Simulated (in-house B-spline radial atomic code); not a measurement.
Checks on a self-consistent run for Hf²⁺, [Ne] 3s2 (3p1/2)1 (3p3/2)4 3d10 4s2 4p6 4d10 4f14 5s2 5p6 5d2 6s1. Method: Dirac-Hartree-Fock, average of the jj configuration, Fermi nucleus of rms radius 5.347 fm. Calculated with a B-spline radial code for spherical atoms.

```json
{"orbital": "1s1/2", "q": "2", "ε (Eh)": "-2420.59243", "<1/r>": "83.7834", "<r²>": "0.000494896", "small-component weight": "0.073355"}
{"orbital": "2s1/2", "q": "2", "ε (Eh)": "-421.38082", "<1/r>": "20.3407", "<r²>": "0.00756105", "small-component weight": "0.01659"}
{"orbital": "2p1/2", "q": "2", "ε (Eh)": "-401.61876", "<1/r>": "20.2445", "<r²>": "0.00544951", "small-component weight": "0.016578"}
{"orbital": "2p3/2", "q": "4", "ε (Eh)": "-357.89397", "<1/r>": "17.233", "<r²>": "0.00663324", "small-component weight": "0.015091"}
{"orbital": "3s1/2", "q": "2", "ε (Eh)": "-99.37711", "<1/r>": "7.49741", "<r²>": "0.0491261", "small-component weight": "0.0054759"}
{"orbital": "3p1/2", "q": "1", "ε (Eh)": "-91.22927", "<1/r>": "7.38675", "<r²>": "0.0457165", "small-component weight": "0.0053863"}
{"orbital": "3p3/2", "q": "4", "ε (Eh)": "-81.35327", "<1/r>": "6.62864", "<r²>": "0.0517292", "small-component weight": "0.0049883"}
{"orbital": "3d3/2", "q": "4", "ε (Eh)": "-66.79945", "<1/r>": "6.50572", "<r²>": "0.0402891", "small-component weight": "0.0048498"}
{"orbital": "3d5/2", "q": "6", "ε (Eh)": "-65.01290", "<1/r>": "6.31686", "<r²>": "0.0420718", "small-component weight": "0.0047258"}
{"orbital": "4s1/2", "q": "2", "ε (Eh)": "-22.01541", "<1/r>": "3.13429", "<r²>": "0.244208", "small-component weight": "0.0017734"}
{"orbital": "4p1/2", "q": "2", "ε (Eh)": "-18.35390", "<1/r>": "3.04347", "<r²>": "0.253407", "small-component weight": "0.0017135"}
{"orbital": "4p3/2", "q": "4", "ε (Eh)": "-16.16456", "<1/r>": "2.76642", "<r²>": "0.286558", "small-component weight": "0.0015371"}
{"orbital": "4d3/2", "q": "4", "ε (Eh)": "-10.21145", "<1/r>": "2.54896", "<r²>": "0.315404", "small-component weight": "0.0013447"}
{"orbital": "4d5/2", "q": "6", "ε (Eh)": "-9.79658", "<1/r>": "2.48447", "<r²>": "0.328313", "small-component weight": "0.0013015"}
{"orbital": "4f5/2", "q": "6", "ε (Eh)": "-2.28981", "<1/r>": "2.04144", "<r²>": "0.475119", "small-component weight": "0.00092548"}
{"orbital": "4f7/2", "q": "8", "ε (Eh)": "-2.23276", "<1/r>": "2.01981", "<r²>": "0.486201", "small-component weight": "0.00091163"}
{"orbital": "5s1/2", "q": "2", "ε (Eh)": "-3.80451", "<1/r>": "1.17994", "<r²>": "1.43023", "small-component weight": "0.00036435"}
{"orbital": "5p1/2", "q": "2", "ε (Eh)": "-2.63358", "<1/r>": "1.06324", "<r²>": "1.74505", "small-component weight": "0.00030499"}
{"orbital": "5p3/2", "q": "4", "ε (Eh)": "-2.31596", "<1/r>": "0.973676", "<r²>": "2.01272", "small-component weight": "0.00026292"}
{"orbital": "5d3/2", "q": "0.8", "ε (Eh)": "-0.94817", "<1/r>": "0.681817", "<r²>": "4.11546", "small-component weight": "0.00013185"}
{"orbital": "5d5/2", "q": "1.2", "ε (Eh)": "-0.92682", "<1/r>": "0.663012", "<r²>": "4.3161", "small-component weight": "0.00012494"}
{"orbital": "6s1/2", "q": "1", "ε (Eh)": "-0.80064", "<1/r>": "0.423256", "<r²>": "9.85063", "small-component weight": "5.5456e-05"}
```

Electron-electron repulsion V_ee = 5507.8192 hartree.

Question: What total energy follows from the eigenvalues?

Answer: The eigenvalues count the repulsion twice, so E = Σqε - V_ee = -9492.866 - 5507.819 = -15000.685 hartree; the run printed -15000.685.

Question: Does the Dirac virial theorem hold?

Answer: For a point nucleus E = -2c²Σq·w, with w the small-component weight. Here Σq·w = 0.39931 and c = 137.0360, so the ratio E/(-2c²Σq·w) is 1.000232; the finite nucleus accounts for the departure from 1.

Question: What diamagnetic shielding (Lamb formula) and susceptibility (Langevin formula) do the radii give?

Answer: σ = (α²/3)Σq<1/r> = 517.566/(3·137.036²) = 9187 ppm, and χ = -0.79199×10⁻⁶·Σq<r²> = -36.16×10⁻⁶ cm³/mol with Σq<r²> = 45.655 bohr². Both are non-relativistic formulas without the paramagnetism of open shells; for so heavy an element the full relativistic shielding is larger by tens of per cent.
